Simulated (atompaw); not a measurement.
**S (Z = 16): PAW (atompaw) pseudisation with PBE, scalar-relativistic reference atom.**

atompaw 4.2.0.5 input, output lines left out:

```
S 16
GGA-PBE scalarrelativistic loggrid 1500 logderivrange -18 5 576
3 3 0 0 0 0
3 1 4
0 0 0
c
v
v
v
v
2
0.90 0.80 0.90 0.75
n
n
y
0.1
n
custom polynom vanderbiltortho sinc
3 1 vpsmatchnc
0.60
0.70
0.60
0.90
0.90
```

All-electron outer shells of the reference configuration (PBE, scalar-relativistic, ld1.x):

| shell | level (eV) | outermost node (bohr) | outermost maximum (bohr) |
| --- | --- | --- | --- |
| 1s | -2405.94 | – | 0.06 |
| 2s | -211.71 | 0.13 | 0.39 |
| 2p | -156.51 | – | 0.33 |
| 3s | -17.26 | 0.60 | 1.40 |
| 3p | -7.01 | 0.58 | 1.61 |

Results:

* Cutoffs needed: over 300 Ry and over 300 Ry (the cutoffs (Ry, on a coarse ladder) from which the occupation-weighted sum of valence levels, in a spherical-Bessel basis at the reference potential, stays within 10 and 1 mRy of its value at 400 Ry)
* Ghost test: no extra level below or beside the all-electron valence levels (s, p, d, f tested) (spherical-Bessel basis up to 400 Ry, 20 bohr box)
* Lowest eigenvalue of the overlap operator: 0.55 (p channel)
* Overlap eigenvalues printed by atompaw (projector basis): 0.879, 0.881, 216, 1.6e+03, 4.69e+03
* Share of each valence orbital outside the PAW sphere: 2s 4 %, 3s 93 %, 2p 4 %, 3p 95 %

Generation and tests took about 1.8 s on one core of a shared server CPU.
